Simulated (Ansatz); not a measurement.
Relaxation of BFH$_{7}$NOSi (12 atoms, charge 0, multiplicity 1), to a largest force component of 0.03 eV/Å in at most 50 steps.

All numbers below come from Ansatz, RHF/6-31G*.

```xyz
12
Properties=species:S:1:pos:R:3
B -0.232 0.552 -0.297
N -0.012 -0.224 2.331
H -0.704 -0.785 2.794
H 0.854 -0.344 2.828
F 0.903 -0.030 -0.675
O -1.385 -0.115 -0.513
H -1.248 -1.011 -0.797
Si -0.276 2.431 0.343
H -1.629 3.006 0.150
H 0.064 2.603 1.773
H 0.684 3.284 -0.398
H -0.286 0.760 2.436
```

Task: Where does it end, and by what steps?

Result: It converged. After 21 steps the energy has fallen by 0.274 eV; H10 moved furthest, 1.02 Å.

```tsv
step	energy less start (eV)	largest force component (eV/Å)	accepted
0	0.0000	1.394	yes
1	-0.1308	0.697	yes
2	-0.1608	1.128	yes
3	-0.1896	0.714	yes
4	-0.1994	0.567	yes
5	-0.2245	0.305	yes
6	-0.2080	0.764	no
7	-0.2360	0.138	yes
8	-0.2403	0.242	yes
9	-0.2456	0.183	yes
10	-0.2524	0.133	yes
11	-0.2558	0.283	yes
12	-0.2616	0.190	yes
13	-0.2657	0.065	yes
14	-0.2687	0.175	yes
15	-0.2702	0.162	yes
16	-0.2720	0.080	yes
17	-0.2726	0.042	yes
18	-0.2732	0.041	yes
19	-0.2734	0.058	yes
20	-0.2737	0.043	yes
21	-0.2738	0.030	yes
```

```xyz
12
Properties=species:S:1:pos:R:3
B -0.072 0.549 -0.240
N -0.290 -0.070 2.424
H -1.100 -0.659 2.492
H 0.517 -0.645 2.579
F 1.116 -0.062 -0.285
O -1.139 -0.149 -0.685
H -0.915 -1.039 -0.929
Si -0.231 2.512 0.263
H -1.531 2.793 0.911
H 0.845 2.916 1.196
H -0.131 3.390 -0.929
H -0.338 0.591 3.178
```

The run took 70 s on 1 thread of Arm Neoverse V2, with other jobs on the host, peak memory 0.17 GiB.
